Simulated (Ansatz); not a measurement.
A set of 12 reactions (atomization), with CCSD(T)/CBS values in kJ/mol:

```
                                                reaction      ΔE
       `N[SiH2][Si](N)(O)O` → 8 H• + 2 N• + 2 O• + 2 Si•  5076.8
                 `[NH2][SbH][SH]` → 4 H• + N• + S• + Sb•  1928.7
                `CCCC(=O)N(C)C` → 6 C• + 13 H• + N• + O•  8502.3
                               `C[C](C)C`• → 4 C• + 9 H•  5011.2
`[SiH3][GeH2][SiH2][GeH2][SiH3]` → 2 Ge• + 12 H• + 3 Si•  4762.1
           `NC[SiH2][GeH3]` → C• + Ge• + 9 H• + N• + Si•  4095.2
                               `[BH]Br`• → B• + Br• + H•   729.6
                   `[GeH3][S][GeH3]` → 2 Ge• + 6 H• + S•  2406.1
     `CO[Si](F)[SeH]`• → C• + F• + 4 H• + O• + Se• + Si•  3255.5
                  `NC(F)CO` → 2 C• + F• + 6 H• + N• + O•  4172.9
        `OC(=S)N[SiH3]` → C• + 5 H• + N• + O• + S• + Si•  3577.2
           `CO[SiH2]C[SiH3]` → 2 C• + 10 H• + O• + 2 Si•  5284.7
```

Program: Ansatz. Geometries: PBE0-D4/def2-TZVP. ΔE: electronic, gas phase. CCSD(T)/CBS is the MP2 limit (def2-TZVPP, def2-QZVPP) plus CCSD(T) − MP2 in def2-TZVPP, frozen cores. This one scheme is used for every species, atoms too. DFT in def2-TZVPP. B3LYP here is the variant with VWN-RPA as its local correlation; programs differ in this. Open shells (•) are unrestricted, without spin–orbit coupling. Spin–orbit coupling would lower the free atoms: a little for B, C, F, O, S, Si; clearly for Br, Ge, Se. def2 core potentials past Kr. For Br, Ge, Sb, Se outer-core shells are correlated without core-valence functions, so the limit isn't a true one: a few kJ/mol of doubt a bond, and 10 to 20 or more in all where bonds break to atoms. Scalar relativity is left out up to krypton. One conformer a species, not always the lowest.

Task: Give the mean, mean absolute and largest difference (level minus CCSD(T)/CBS, kJ/mol) for: PBE0-D4, B3LYP-D4, ωB97X-V, B2PLYP, PBE, r2SCAN, PBE0, MP2/def2-TZVPP, CCSD/def2-TZVPP, CCSD(T)/def2-TZVPP, MP2/def2-QZVPP, SCS-MP2/def2-QZVPP, HF/CBS(def2), CCSD/CBS(def2). (Estimate.)

Result: The calculation gave: 
```csv
level,mean,mean absolute,largest
PBE0-D4,-13.5,41.9,-88.7
B3LYP-D4,-5.3,18.3,-41.4
ωB97X-V,15.3,15.9,33.1
B2PLYP,-56.3,56.4,-116.6
PBE,22.8,67.8,188.0
r2SCAN,-4.8,23.6,-50.6
PBE0,-35.2,51.9,-132.1
MP2/def2-TZVPP,-76.8,78.0,-184.3
CCSD/def2-TZVPP,-164.4,164.4,-321.3
CCSD(T)/def2-TZVPP,-108.3,108.3,-198.0
MP2/def2-QZVPP,-12.7,41.8,-126.7
SCS-MP2/def2-QZVPP,-1.7,18.0,-53.8
HF/CBS(def2),-1128.7,1128.7,-2269.7
CCSD/CBS(def2),-56.1,56.1,-123.4
```

The largest T1 diagnostic in the set is 0.015, for `OC(=S)N[SiH3]` (customary mark 0.02).

CCSD(T)/CBS is a level of theory with its own doubt, and the functionals carry their triple-zeta basis error, so these figures describe this set and don't rank the functionals.
